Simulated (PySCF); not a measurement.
A structure optimised at B3LYP-D3(BJ)/def2-SVP, used in a PySCF frequency run:

```xyz
4

Cr     0.0522     0.2575     0.0000
O      0.7874    -0.2642    -1.2233
O      0.7874    -0.2642     1.2233
F     -1.5389    -0.2170     0.0000
```
Charge +1, spin multiplicity 1.

Task: Write its SMILES, formula and point group.

Result: [O]=[Cr+](=[O])[F], CrFO2, Cs

Task: What are its rotational constants (standard atomic weights)?

Result: 9.2819, 7.0658, 4.4788 GHz
